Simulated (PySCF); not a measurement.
## Ionisation energy of Co⁺ by level of theory

Co⁺ [Ar] 3d8 (3F) → Co²⁺ [Ar] 3d7 (4F), as a difference of total energies. All numbers are calculated (PySCF 2.14, the non-relativistic Hamiltonian (point nucleus), in def2-TZVP). Correlated levels: valence: [Ar] frozen. The calculations carry no spin-orbit coupling.

```json
{"method": "UHF", "ionisation energy (eV)": "14.368"}
{"method": "BP86", "ionisation energy (eV)": "18.150"}
{"method": "M06-2X", "ionisation energy (eV)": "16.992"}
{"method": "MP2 (valence)", "ionisation energy (eV)": "16.694"}
{"method": "SCS-MP2 (valence)", "ionisation energy (eV)": "16.575"}
```

Task: How much does correlation contribute at MP2 (valence)?

Result: 16.694 − (14.368) = 2.326 eV, measured against UHF.

These non-relativistic numbers lack the scalar-relativistic shift.

The reference lies between the lowest fine-structure levels, while these numbers refer to the centres of the terms.

Errors of the correlated levels include the incompleteness of this basis and the frozen core.

For comparison: 17.084 eV (measured; NIST Atomic Spectra Database, ionization energies).
